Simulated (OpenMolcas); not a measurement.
An atom or ion with 12 electrons was computed by MS-RASPT2, IPEA 0.25 Eh, imaginary shift 0.1 Eh with spin-orbit coupling (OpenMolcas, ANO-RCC-VQZP, DKH2). The lowest levels that the run gave, each within 12 % of the measured value where one is at hand:

```
J  Parity  E (cm⁻¹)      g
0    even       0.0       
0     odd     82436       
1     odd     82764  1.501
2     odd     83432  1.501
1     odd    128327  1.000
2    even    194753  1.002
0    even    200307       
1    even    200654  1.501
2    even    201329  1.499
```

Which ion is it, and what are the configurations and terms?

S V (Z = 16, charge +4; active space 2 electrons in 9 orbitals (RAS2 3s 3p; RAS3 3d, at most 2 electrons)). J, parity and g give the terms where levels are pure, and mixed ones are named by the computed weights; the size of the splittings, set against known spectra of the 12-electron sequence, gives the charge. In order, with the measured energies in cm⁻¹ (NIST levels in Podobedova, Kelleher and Wiese, J. Phys. Chem. Ref. Data 38, 171 (2009); Martin, Zalubas and Musgrove, J. Phys. Chem. Ref. Data 19, 821 (1990)): 3s² ¹S₀, 3s 3p ³P°₀ (83024), 3s 3p ³P°₁ (83394), 3s 3p ³P°₂ (84155), 3s 3p ¹P°₁ (127151), 3p² ¹D₂ (193739), 3p² ³P₀ (199967), 3p² ³P₁ (200371), 3p² ³P₂ (201146).

Active for correlation alone: 3d; no level in the range computed is led by a configuration that fills it, so any true level of that kind is missing. Some terms mix strongly with configurations of 3d, whose occupation reaches 0.23 (3p² ¹D). Measured partners are found by configuration, term and J. A level has none where our copy of the source lacks it or the pairing is in doubt (some pairs that miss far off the trend of their configuration count as doubtful), and it then counts in no deviation. Only configurations of the active space appear.

° marks odd parity.
